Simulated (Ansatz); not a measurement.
This geometry of BFH₅NO (9 atoms, charge 0, multiplicity 1) is a first-order saddle point.

Computed with Ansatz, RKS PBE-D4/6-31G*.

```xyz
9
Properties=species:S:1:pos:R:3
B 0.176 0.361 0.186
O -0.237 -0.222 1.673
H -1.141 -0.596 1.581
H 1.281 -0.040 -0.102
F -0.862 0.060 -0.678
N 0.080 1.830 0.734
H 0.957 2.349 0.826
H -0.618 2.415 0.263
H -0.309 0.947 1.754
```

Question: Which two structures does it join? (They come from a converged band through this point; their orientation in space is the band's.)

Answer: Bonds broken: B1–O2, N6–H9. Bonds formed: O2–H9. BFH5NO becomes BFH3N + H2O.

Initial state:

```xyz
9
Properties=species:S:1:pos:R:3
B 0.075 0.108 0.357
O -0.447 -0.569 1.494
H -1.403 -0.704 1.349
H 1.253 -0.126 0.125
F -0.773 0.170 -0.753
N 0.146 1.796 0.834
H 0.618 2.381 0.131
H -0.800 2.173 0.979
H 0.657 1.875 1.721
```

Final state:

```xyz
9
Properties=species:S:1:pos:R:3
B 0.238 0.633 -0.215
O -0.374 -0.419 2.328
H -1.121 -0.645 1.739
H 1.289 0.072 -0.374
F -0.915 0.029 -0.594
N 0.165 1.938 0.322
H 0.999 2.478 0.541
H -0.699 2.480 0.343
H -0.254 0.537 2.148
```

Question: How far does it lie above each of them?

Answer: 0.94 eV above the first and 0.29 eV above the second. This is the barrier of this one path; another mechanism may lie lower. The orbitals stay closed-shell, which can raise the energy where a bond breaks towards radicals; this wasn't checked here.

Run time: 2.2 min on 1 thread of Arm Neoverse V2 (shared host), peak memory 0.12 GiB.
